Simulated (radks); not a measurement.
Effect of the nuclear size on neutral chromium, [Ar] 3d5 4s1. Calculated with a radial shooting solver on a logarithmic mesh with Libxc functionals: Dirac Kohn-Sham, relativistic LDA (MacDonald-Vosko exchange, VWN5 correlation), spin-unpolarised, spherical densities, finite nucleus; open shells are shared between the two j in proportion to 2j + 1; Fermi nuclear charge, rms radius 3.6452 fm. The rms radius is varied about that value; shifts are against it.

| rms radius (fm) | total energy shift (eV) | density at nucleus (e/bohr^3) | 1s1/2 shift (meV) | 2s1/2 shift (meV) |
|---|---|---|---|---|
| 3.2661 | -0.0144 | 1.137e+04 | -6.09 | -0.533 |
| 3.5103 | -0.00530 | 1.134e+04 | -2.24 | -0.196 |
| 3.6452 | 0 | 1.132e+04 | 0.000 | 0.000 |
| 3.791 | 0.00595 | 1.131e+04 | 2.51 | 0.220 |
| 4.0717 | 0.0180 | 1.128e+04 | 7.62 | 0.667 |

Slopes of the eigenvalues against <r^2> in GHz/fm^2, as finite differences over the two radii next to the reference (eigenvalue slopes, not the field-shift constants of lines): 1s1/2 561, 2s1/2 49.1.
